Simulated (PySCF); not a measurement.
COOs, neutral, multiplicity 3. Atoms are numbered in the order given.

```xyz
3

Os     0.0000     0.0000     0.3807
O      0.0000     0.0000    -2.5693
C      0.0000     0.0000    -1.3962
```
Charge 0, spin multiplicity 3.

Geometry: PBE-D3(BJ)/def2-TZVP. The multiplicity is an assumed one; other spin states were not compared. The def2 effective core potentials stand for the cores of Os; spin–orbit coupling is left out.

Calculation: PBE-D3(BJ)/def2-TZVP in PySCF.

Frequencies are harmonic and unscaled.

Modes within 1.5 cm⁻¹ of each other (mostly degenerate sets) share a row, with their intensities summed.

```json
[
 {"mode": "1–2", "ν (cm⁻¹)": "442", "IR (km/mol)": "4.4", "moving atoms (share of kinetic energy)": "C 78 %, O 21 %"},
 {"mode": "3", "ν (cm⁻¹)": "621", "IR (km/mol)": "5.0", "moving atoms (share of kinetic energy)": "O 58 %, C 29 %, Os 13 %"},
 {"mode": "4", "ν (cm⁻¹)": "1978", "IR (km/mol)": "615.6", "moving atoms (share of kinetic energy)": "C 65 %, O 35 %"}
]
```
